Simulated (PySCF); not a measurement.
# Electron correlation in Ir⁴⁰⁺ (iridium, charge +40)

Starting occupation: [Kr] 4d1, 4d5/2 with m_j = +5/2. Computed with PySCF 2.14 in an even-tempered Gaussian basis (16 s from 4.8 bohr⁻², ratio 2.8; 14 p from 6.2 bohr⁻², ratio 2.8; 9 d from 6.2 bohr⁻², ratio 2.8; 3 f from 22 bohr⁻², ratio 3), with X2C-1e with screened-nucleus spin-orbit coupling, Gaussian nucleus. Frozen: [Ar] 3d10; 9 electrons correlated; the 94 highest virtual spinors left out.

MP2 pair energies summed by pair of shells (mhartree):

```csv
pair,energy,share (%)
4p1/2-4p3/2,-86.41,30.5
4p3/2-4p3/2,-81.93,29.0
4d5/2-4p3/2,-28.14,9.9
4p1/2-4p1/2,-24.76,8.8
4p3/2-4s1/2,-20.76,7.3
4d5/2-4p1/2,-14.08,5.0
4p1/2-4s1/2,-11.99,4.2
4s1/2-4s1/2,-8.97,3.2
4d5/2-4s1/2,-5.85,2.1
```

Total MP2 correlation energy: -282.88 mhartree.

At this charge the one-electron X2C treatment keeps the bare 1/r₁₂, with no two-electron picture change or Breit term. The effect here is smaller than on the frozen 1s shell.
